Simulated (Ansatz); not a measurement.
Reaction (ligand exchange at the Si–O bond): `[SiH3][O][Ge][O][SiH3]` + `[NH2][Sn][OH]` → `[NH2][Sn][O][SiH3]` + `[OH][Ge][O][SiH3]`

Isolated molecules relaxed with PBE0-D4/def2-TZVP in Ansatz; ΔE leaves out vibrations. CBS: MP2 limit from def2 TZ/QZ plus the TZ coupled-cluster correction, frozen cores. DFT in def2-TZVPP. def2 core potentials past Kr. For Ge, Sn outer-core shells are correlated without core-valence functions, which leaves a few kJ/mol of doubt a bond. Scalar relativity is left out up to krypton. One conformer a species, not always the lowest.

Is it downhill or uphill in electronic energy at CCSD(T)/CBS, and by how much? (Estimate.)

The calculation gave: Downhill: ΔE = -12.5 kJ/mol.

What do these levels give: LDA (SPW92), BLYP-D4, B2PLYP, BLYP, BHLYP, LC-ωPBE, CCSD/def2-SVP, HF/def2-TZVPP, MP2/def2-TZVPP, SCS-MP2/def2-TZVPP, MP2/CBS(def2), CCSD/CBS(def2)? (An estimate is asked.)

Computed: LDA (SPW92) -15.0, BLYP-D4 -10.8, B2PLYP -13.0, BLYP -12.3, BHLYP -13.3, LC-ωPBE -13.3, CCSD/def2-SVP -15.7, HF/def2-TZVPP -12.5, MP2/def2-TZVPP -13.0, SCS-MP2/def2-TZVPP -12.7, MP2/CBS(def2) -12.8, CCSD/CBS(def2) -12.5 kJ/mol.

Largest T1 diagnostic among the species: 0.017.

Leaving LDA and LC-ωPBE aside and taking each functional with its dispersion term where it has one, the values, not all of them listed here, spread over 4.4 kJ/mol, from B97M-V to BLYP-D4. At CCSD(T), def2-SVP lies −3.4 kJ/mol from the extrapolated value and def2-TZVPP −0.2 kJ/mol.
